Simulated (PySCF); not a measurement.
Mayer bond orders and bond lengths

Species: C2H11FOSi3.
SMILES with atom numbers: `[CH3:1][CH2:2][SiH2:3][O:4][SiH2:5][SiH2:6][F:7]` (hydrogens: H8, H9, H10 on C1; H11, H12 on C2; H13, H14 on Si3; H15, H16 on Si5; H17, H18 on Si6)

Cartesian coordinates in Å at the GFN2-xTB level; atoms count from 1:
```xyz
18
C2H11FOSi3 angstrom
C     -3.456    0.146   -0.318
C     -2.010   -0.070    0.116
Si    -0.764    0.226   -1.285
O      0.752    0.004   -0.746
Si     1.913   -0.760    0.096
Si     3.807    0.438   -0.381
F      5.022   -0.344    0.356
H     -3.601    1.166   -0.669
H     -3.719   -0.529   -1.129
H     -4.143   -0.029    0.508
H     -1.788    0.595    0.954
H     -1.902   -1.087    0.499
H     -0.968   -0.720   -2.383
H     -0.751    1.618   -1.733
H      1.904   -2.166   -0.338
H      1.493   -0.766    1.507
H      4.273    0.495   -1.769
H      3.930    1.788    0.173
```

Bond orders from the PBE0/pcSseg-1 density (PySCF). Geometry: GFN2-xTB, one conformer, isolated molecule.

Where do the orders between heavy atoms depart from those drawn in the SMILES?

The largest departure is 0.122, at Si6–F7 (drawn single, 0.878). Drawn single, order below 0.88: Si6–F7 (0.878).

Set the Mayer orders of the bonds beside their lengths.

```json
{"bond": "C1–C2", "drawn as": "single", "length (Å)": "1.525", "Mayer order": "1.049"}
{"bond": "C2–Si3", "drawn as": "single", "length (Å)": "1.898", "Mayer order": "0.912"}
{"bond": "Si3–O4", "drawn as": "single", "length (Å)": "1.624", "Mayer order": "0.911"}
{"bond": "O4–Si5", "drawn as": "single", "length (Å)": "1.626", "Mayer order": "0.896"}
{"bond": "Si5–Si6", "drawn as": "single", "length (Å)": "2.292", "Mayer order": "0.915"}
{"bond": "Si6–F7", "drawn as": "single", "length (Å)": "1.621", "Mayer order": "0.878"}
{"bond": "C1–H8", "drawn as": "single", "length (Å)": "1.088", "Mayer order": "0.967"}
{"bond": "C1–H9", "drawn as": "single", "length (Å)": "1.088", "Mayer order": "0.967"}
{"bond": "C1–H10", "drawn as": "single", "length (Å)": "1.089", "Mayer order": "0.967"}
{"bond": "C2–H11", "drawn as": "single", "length (Å)": "1.093", "Mayer order": "0.946"}
{"bond": "C2–H12", "drawn as": "single", "length (Å)": "1.093", "Mayer order": "0.946"}
{"bond": "Si3–H13", "drawn as": "single", "length (Å)": "1.464", "Mayer order": "0.924"}
{"bond": "Si3–H14", "drawn as": "single", "length (Å)": "1.463", "Mayer order": "0.924"}
{"bond": "Si5–H15", "drawn as": "single", "length (Å)": "1.471", "Mayer order": "0.915"}
{"bond": "Si5–H16", "drawn as": "single", "length (Å)": "1.472", "Mayer order": "0.912"}
{"bond": "Si6–H17", "drawn as": "single", "length (Å)": "1.465", "Mayer order": "0.914"}
{"bond": "Si6–H18", "drawn as": "single", "length (Å)": "1.465", "Mayer order": "0.912"}
```

Sum the orders of all bonds at each heavy atom with more than one neighbour and set the sums beside the valence in the SMILES.

C1 3.950 (drawn 4), C2 3.853 (drawn 4), Si3 3.671 (drawn 4), O4 1.807 (drawn 2), Si5 3.638 (drawn 4), Si6 3.619 (drawn 4). Orders between atoms that aren't bonded are not in these sums.

The Mayer order sums products of elements of PS (density times overlap matrix) between the two atoms' basis functions, so it depends on the basis set.

These values come from a run that also computed NMR shieldings. The run took 62 s on Arm Neoverse N1, one thread, shared host, and the process peaked at 0.86 GiB of memory.
